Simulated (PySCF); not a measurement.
GaCl₄, SMILES [Ga-]([Cl])([Cl])([Cl])[Cl], charge -1. Coordinates come from a PBE-D3(BJ)/def2-SVPD optimisation. The isomer is the one that the SMILES or the coordinates give; other isomers of the formula were not compared.

Give the equilibrium geometry at PBE-D3(BJ)/def2-SVPD (PySCF confirms it by a frequency run) as bond lengths and angles, and its point group. (The exact figures need the calculation; the answer reports its results.)

point group Td.
Atoms: Ga1 Cl2 Cl3 Cl4 Cl5. Bond lengths (Å): Ga1–Cl2 2.235, Ga1–Cl3 2.235, Ga1–Cl4 2.235, Ga1–Cl5 2.235. Bond angles (°): Cl2–Ga1–Cl3 109.5, Cl2–Ga1–Cl4 109.5, Cl2–Ga1–Cl5 109.5, Cl3–Ga1–Cl4 109.5, Cl3–Ga1–Cl5 109.5, Cl4–Ga1–Cl5 109.5.
Charge -1, spin multiplicity 1.
